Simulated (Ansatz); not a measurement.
Abridged output of a molecular run in Ansatz:

```
Functional definition: HF
1407 factors; integrals over basis functions are off by at most 7.7e-4 eV
mean field evaluation 1: about -75318.2766 eV, gradient 2.9e1 eV
mean field evaluation 2: about -75318.5334 eV, gradient 2.9e1 eV
mean field evaluation 4: about -75321.4184 eV, gradient 3.8e0 eV
mean field evaluation 8: about -75321.4878 eV, gradient 3.3e-1 eV
mean field evaluation 16: about -75321.4886 eV, gradient 2.0e-6 eV
mean field -75321.48855274 eV, -2768.0136495746 hartree, gradient 2.0e-6 eV, S^2 0.000000; 0 other end points of the search recorded, 0 dependent functions left out
16 core orbitals not correlated: weight in the atoms' cores, before any rotation towards them, 1.000 or more for the frozen orbitals, at most 0.000 for the correlated occupied ones
reference -75321.48855274 eV, -2768.0136495746 hartree; 17, 17 occupied and 203, 203 virtual orbitals, 1407 factors
second order -19.83753731 eV of doubles, -0.00000000 eV of singles
cycle   1  -20.26153153 eV  change   -4.2e-1 eV  update   1.0e-1
cycle   2  -20.87699527 eV  change   -6.2e-1 eV  update   3.2e-2
cycle   3  -20.97023068 eV  change   -9.3e-2 eV  update   1.5e-2
cycle   4  -20.96173099 eV  change    8.5e-3 eV  update   4.2e-3
cycle   5  -20.96256693 eV  change   -8.4e-4 eV  update   2.1e-3
cycle   6  -20.96283119 eV  change   -2.6e-4 eV  update   5.9e-4
cycle   7  -20.96263450 eV  change    2.0e-4 eV  update   3.0e-4
cycle   8  -20.96267021 eV  change   -3.6e-5 eV  update   1.2e-4
cycle   9  -20.96267553 eV  change   -5.3e-6 eV  update   4.5e-5
cycle  10  -20.96264630 eV  change    2.9e-5 eV  update   1.2e-5
perturbative correction -0.89621283 eV, -0.0329352140 hartree
Total energy: -75343.34741187 eV, -2768.8169478312 hartree
```

Its atoms:

Z-matrix (Å, degrees):
```
Si
C 1 1.863
H 1 1.487 2 109.4
H 1 1.486 2 110.2 3 -118.8
H 1 1.486 2 109.1 3 120.2
Se 2 1.908 1 117.4 3 56.8
C 2 1.332 1 122.7 3 -127.1
H 6 1.469 2 95.4 1 -22.5
H 7 1.085 2 120.4 1 0.5
H 7 1.087 2 123.1 1 -179.3
```

Question: Which basis set was used?
A. def2-SVP
B. def2-QZVPP
C. def2-TZVPP
D. def2-SVPD

Answer: C. It gives 236 functions.

Question: Write the keys of the input that set method, charge and spin (a neutral closed shell needs none for the last two).

Answer: 
```yaml
correlation: {method: ccsd_t}
```
